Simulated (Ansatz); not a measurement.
Reaction (silylene formation by 1,1-elimination): `CO[Si](C)(N)F` → `CO[Si]F` + CH₃NH₂

Program: Ansatz. Geometries: PBE0-D4/def2-TZVP. ΔE: electronic, gas phase. CCSD(T)/CBS is the MP2 limit (def2-TZVPP, def2-QZVPP) plus CCSD(T) − MP2 in def2-TZVPP, frozen cores. Functionals use def2-TZVPP. Each species was taken in one conformer, which may not be the lowest.

CCSD(T)/CBS gives +72.6 kcal/mol.

Another level gave +72.8 kcal/mol. Which?
A. r2SCAN/def2-TZVPP
B. CCSD/def2-TZVPP
C. B2PLYP/def2-TZVPP
D. ωB97X-V/def2-TZVPP

D. ωB97X-V 72.8, B2PLYP 68.9, r2SCAN 75.0, CCSD/def2-TZVPP 71.2 kcal/mol.

Largest T1 diagnostic among the species: 0.014.

From PBE to PBE0 (25 % exact exchange), in def2-TZVPP and without D4, ΔE moves by +5.8 kcal/mol. The D4 term adds +4.3 kcal/mol with B3LYP and +2.4 kcal/mol with PBE0; it sums over pairs of atoms, weighted by their polarisabilities, and B3LYP, whose exchange is more repulsive, gets the larger term.

B3LYP here is the variant with VWN-RPA as its local correlation; programs differ in this.
